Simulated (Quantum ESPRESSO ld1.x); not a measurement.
Hf4+, 68 electrons, occupied as [Xe] 4f14. Method: scalar-relativistic Kohn-Sham, LDA (Slater exchange, Perdew-Wang correlation), spin-polarised, spherical densities, point nucleus; computed with ld1.x of Quantum ESPRESSO 7.5.

X-ray form factor f0, the Fourier transform of the density (f0(0) = 68):

| sin(theta)/lambda (1/angstrom) | f0 (electrons) |
|---|---|
| 0.05 | 67.475 |
| 0.1 | 65.964 |
| 0.15 | 63.636 |
| 0.2 | 60.729 |
| 0.25 | 57.492 |
| 0.3 | 54.147 |
| 0.4 | 47.735 |
| 0.5 | 42.144 |
| 0.6 | 37.419 |
| 0.8 | 29.959 |
| 1 | 24.479 |
| 1.25 | 19.844 |
| 1.5 | 16.959 |
| 2 | 13.413 |
